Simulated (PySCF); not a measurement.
Isomers of C5H2F3NS, one GFN2-xTB conformer each. Single-point energies are computed at PBE0/pcSseg-1 (PySCF, gas phase, no added dispersion term), electronic only.

```csv
SMILES,GFN2-xTB relative energy (kJ/mol)
N#C[C@@]1(F)SC(F)=C[C@H]1F,108.0
FC(F)=C(F)c1nccs1,0.0
```

Conformers: `[N:1]#[C:2][C@@:3]1([F:4])[S:5][C:6]([F:7])=[CH:8][C@H:9]1[F:10]` with C2–C3–S5–C6 136°, C3–S5–C6–F7 173°, C6–C8–C9–F10 -108°, C2–C3–C9–C8 -137°; `[F:1][C:2]([F:3])=[C:4]([F:5])[c:6]1[n:7][cH:8][cH:9][s:10]1` with C2–C4–C6–N7 0°.

Problem. What does PBE0/pcSseg-1 give for the same structures?

Solution. 
| SMILES | PBE0/pcSseg-1 E (Eh) | PBE0/pcSseg-1 (kJ/mol) | GFN2-xTB (kJ/mol) | point group |
| --- | --- | --- | --- | --- |
| FC(F)=C(F)c1nccs1 | -943.38055 | 0.0 | 0.0 | Cs |
| N#C[C@@]1(F)SC(F)=C[C@H]1F | -943.35701 | 61.8 | 108.0 | C1 |

Both levels put the same isomer lowest. As drawn, the lower has an aromatic ring and two fluorines on one carbon, which the higher lacks; the higher has a C≡N group, which the lower lacks.

Problem. Which frontier levels, dipoles and rotational constants go with these structures?

Solution. 
```csv
SMILES,"HOMO (eV, PBE0/pcSseg-1)",LUMO (eV),dipole (D),"A, B, C (MHz)"
FC(F)=C(F)c1nccs1,-6.86,-1.77,2.18,"2444, 786.0, 594.7"
N#C[C@@]1(F)SC(F)=C[C@H]1F,-7.69,-1.45,3.43,"1833, 951.2, 805.5"
```
